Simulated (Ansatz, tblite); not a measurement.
Cost and result up the ladder for n-GeGeGeGeSiGeH14 (SiGe5H14) (20 atoms). Total charge 0; singlet. Geometry: r2SCAN-D4/def2-SVP.

Cartesian coordinates in Å:
```
Ge -1.1176 2.3669 -0.9597
Ge -2.2682 0.2996 -0.4455
Ge -1.1236 -1.5634 -1.4915
Ge 0.7264 -2.3303 -0.1273
Si 2.2493 -0.5751 0.4112
Ge 1.4266 0.7805 2.1877
H 0.4055 2.1523 -0.9523
H -1.5268 2.8347 -2.3667
H -1.4590 3.4743 0.0495
H -3.7179 0.3882 -0.9600
H -2.3287 0.0686 1.0753
H -0.5816 -1.1123 -2.8614
H -2.0979 -2.7312 -1.7366
H 0.1575 -2.9210 1.1773
H 1.4707 -3.4631 -0.8616
H 3.5510 -1.1675 0.8566
H 2.5137 0.2571 -0.8037
H 0.0353 1.3548 1.8736
H 2.3776 1.9551 2.4705
H 1.3077 -0.0683 3.4644
```

Ansatz on 4 threads of Intel Xeon Platinum 8488C on a shared host; xTB runs through tblite on one thread. Times are rough, summed over both states, and most runs start from the orbitals of an earlier one. PBE0-D4/def2-TZVP serves as the yardstick here, not as an exact answer. The other state is a triplet.

The xTB rows come from tblite.

xTB has no spin-polarisation term.

| level | functions | wall time |
| --- | --- | --- |
| GFN2-xTB | 68 | 0.06 s |
| GFN1-xTB | 82 | 0.067 s |
| PBE-D4/def2-TZVP | 361 | 37 s |
| PBE0-D4/def2-TZVP | 361 | 95 s |

Problem. Estimate what each level gives for the vertical triplet (eV).

Solution. 
```tsv
level	vertical triplet (eV)	difference from PBE0-D4/def2-TZVP (eV)
GFN2-xTB	4.30	-1.32
GFN1-xTB	3.61	-2.01
PBE-D4/def2-TZVP	5.24	-0.38
PBE0-D4/def2-TZVP	5.62	0.00
```
